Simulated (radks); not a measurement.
Results of a calculation; reference values are marked as such.
Excited configurations of Mn: one electron is placed in a higher orbital outside [Ar] 3d5 4s1. The ground configuration is [Ar] 3d5 4s2. Code: a radial shooting solver on a logarithmic mesh with Libxc functionals. Model: non-relativistic Kohn-Sham, TPSS, spin-polarised, spherical densities, point nucleus; open shells are filled with parallel spins first; meta-GGA in the generalised Kohn-Sham scheme. Excitation = E - E(ground); binding = E(ion) - E, where the ion is the core of charge +1; n* = 1/sqrt(2 binding) in atomic units, and the quantum defect is n - n*.

| outer orbital | excitation (eV) | binding (eV) | n* | quantum defect | eigenvalue (eV) | <r> (bohr) |
|---|---|---|---|---|---|---|
| 4p | 2.117 | 4.911 | 1.664 | 2.336 | -2.431 | 4.001 |
| 4d | 5.348 | 1.681 | 2.845 | 1.155 | -0.775 | 9.774 |
| 6f | 6.540 | 0.489 | 5.276 | 0.724 | -0.315 | 42.89 |

Estimate the row for 5s.

Answer. excitation (eV) 4.392; binding (eV) 2.636; n* 2.272; quantum defect 2.728; eigenvalue (eV) -1.598; <r> (bohr) 8.227. The Delta-SCF ionisation energy is 7.029 eV (NIST Atomic Spectra Database: 7.434 eV, measured). Self-interaction in the functional shifts the binding energies and quantum defects, so they are the method's values and not measured ones. Open shells are spherical and high-spin; term and fine-structure splittings are not resolved.
